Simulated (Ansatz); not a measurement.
`CNB(F)[SiH2]Cl` → B• + C• + Cl• + F• + 6 H• + N• + Si•  (atomization)

Isolated molecules relaxed with PBE0-D4/def2-TZVP in Ansatz; ΔE leaves out vibrations. CCSD(T)/CBS is the MP2 limit (def2-TZVPP, def2-QZVPP) plus CCSD(T) − MP2 in def2-TZVPP, frozen cores. This one scheme is used for every species, atoms too. Functionals use def2-TZVPP. Open shells (•) are unrestricted, without spin–orbit coupling. Spin–orbit coupling would lower the free atoms: a little for B, C, Cl, F, Si. Each species was taken in one conformer, which may not be the lowest.

```
          level  ΔE (kJ/mol)
         r2SCAN       4487.8
           PBE0       4468.7
  HF/def2-TZVPP       3329.6
 MP2/def2-TZVPP       4435.1
CCSD/def2-TZVPP       4289.5
  HF/def2-QZVPP       3336.2
  MP2/CBS(def2)       4555.5
 CCSD/CBS(def2)       4409.9
```

Question: What does CCSD(T)/CBS give? (Estimate.)

Answer: The calculation gave: +4472.9 kJ/mol. The listed levels differ from it by 14.9, -4.2, -1143.3, -37.8, -183.4, -1136.7, 82.6, -63.0 kJ/mol.

Largest T1 diagnostic among the species: 0.014.

The D4 term adds +42.3 kJ/mol with B3LYP and +22.4 kJ/mol with PBE0; it sums over pairs of atoms, weighted by their polarisabilities, and B3LYP, whose exchange is more repulsive, gets the larger term. In def2-TZVPP, CCSD(T) changes the Hartree–Fock value by +1022.8 kJ/mol (the triples alone add +63.0 kJ/mol) and MP2 by +1105.4 kJ/mol; breaking electron pairs costs correlation energy, which Hartree–Fock lacks. From PBE to PBE0 (25 % exact exchange), in def2-TZVPP and without D4, ΔE moves by −68.8 kJ/mol: exact exchange takes away binding that semilocal exchange gives to molecules.

B3LYP here is the variant with VWN-RPA as its local correlation; programs differ in this.

For atomizations the MP2-based limit and the directly extrapolated one differ by several kJ/mol either way, and by 10 to 25 for some Ge, Se and Sn compounds, so smaller differences from it don't rank the levels.
